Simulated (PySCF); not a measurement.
boron oxyfluoride (BFO), singlet, geometry from GFN2-xTB; BHANDHLYP/cc-pVDZ, TDA (PySCF).

Here is a job for PySCF.
```python
from pyscf import gto, scf, dft, tdscf

mol = gto.M(
    atom='''
F    -0.000000   -0.000000   -1.189256
B     0.000000    0.000000    0.092503
O     0.000000    0.000000    1.280098
''',
    basis='cc-pvdz',
    charge=0,
    spin=0,
    verbose=3,
)

mf = dft.RKS(mol)
mf.xc = 'bhandhlyp'
mf.kernel()
td = mf.TDA()
td.nstates = 10
td.kernel()
td.analyze()
```

Question: Write the output that PySCF gives for this input, abridged.

Answer: 
```
converged SCF energy = -199.925002263113
Excitation energies (eV)
[ 9.18231917  9.18231917  9.49136505  9.74627916  9.7462804  11.35643304
 12.38411431 12.38411431 13.93955958 13.93955958]

** Singlet excitation energies and oscillator strengths **
Excited State   1:      9.18232 eV    135.02 nm  f=0.0663
Excited State   2:      9.18232 eV    135.02 nm  f=0.0663
Excited State   3:      9.49137 eV    130.63 nm  f=0.0000
Excited State   4:      9.74628 eV    127.21 nm  f=0.0000
Excited State   5:      9.74628 eV    127.21 nm  f=0.0000
Excited State   6:     11.35643 eV    109.18 nm  f=0.0007
Excited State   7:     12.38411 eV    100.12 nm  f=0.0402
Excited State   8:     12.38411 eV    100.12 nm  f=0.0402
Excited State   9:     13.93956 eV     88.94 nm  f=0.1595
Excited State  10:     13.93956 eV     88.94 nm  f=0.1595
```
